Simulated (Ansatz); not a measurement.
A nudged elastic band was laid between two geometries of GeH4 + H2Sb (8 atoms, charge 0, multiplicity 2).

The calculation used Ansatz, UKS B3LYP-D4/def2-SVP.

```yaml
movable_images: 9
climbing_image: yes
spring: 5.0 eV/Å²
optimiser: lbfgs
start_path: through a guess of the saddle point
force_threshold: 0.05 eV/Å
iteration_limit: 51
end_points: relaxed
largest_step: 0.02 Å
```

Initial state:

```xyz
8
Properties=species:S:1:pos:R:3
H -0.302 -0.463 -0.067
Sb -2.194 1.720 -1.139
Ge 0.876 -1.217 0.583
H -1.452 2.426 0.253
H -0.726 1.935 -2.025
H 0.700 -1.217 2.113
H 2.197 -0.515 0.215
H 0.901 -2.668 0.066
```

Final state:

```xyz
8
Properties=species:S:1:pos:R:3
H -0.602 -1.261 -0.392
Sb -1.919 2.003 -0.916
Ge 0.681 -1.145 0.452
H -0.985 1.889 0.534
H -0.489 1.843 -1.871
H 0.311 -0.704 1.881
H 1.619 -0.107 -0.188
H 1.384 -2.517 0.500
```

(1) What changes between the two ends?

(2) What energy profile does the band end with?

(3) What is the geometry of the highest image?

Results:

(1) No bond is made or broken.

(2) It converged. The highest image is number 4 of 0 to 10, 0.005 eV above the first end and 0.019 eV above the last; the last end lies 0.014 eV below the first. The top lies less than 8 meV above the higher end, about what the thresholds resolve: that end is a shoulder or a very shallow well. The order of the stationary point at the top wasn't checked.

| image | path coordinate (Å) | energy (eV) |
| --- | --- | --- |
| 0 | 0.00 | 0.000 |
| 1 | 0.08 | 0.001 |
| 2 | 0.15 | 0.003 |
| 3 | 0.22 | 0.005 |
| 4 | 0.29 | 0.005 |
| 5 | 0.65 | 0.003 |
| 6 | 0.98 | -0.004 |
| 7 | 1.32 | -0.003 |
| 8 | 1.65 | -0.009 |
| 9 | 1.99 | -0.012 |
| 10 | 2.33 | -0.014 |

(3) 
```xyz
8
Properties=species:S:1:pos:R:3
H -0.299 -0.408 -0.108
Sb -2.135 1.605 -1.088
Ge 0.856 -1.180 0.566
H -1.403 2.352 0.288
H -0.719 1.934 -2.021
H 0.653 -1.160 2.093
H 2.194 -0.507 0.211
H 0.853 -2.635 0.060
```

Time of the run: 17 min on 2 threads of Intel(R) Xeon(R) Platinum 8488C (Sapphire Rapids) (shared host), peak memory 0.31 GiB.
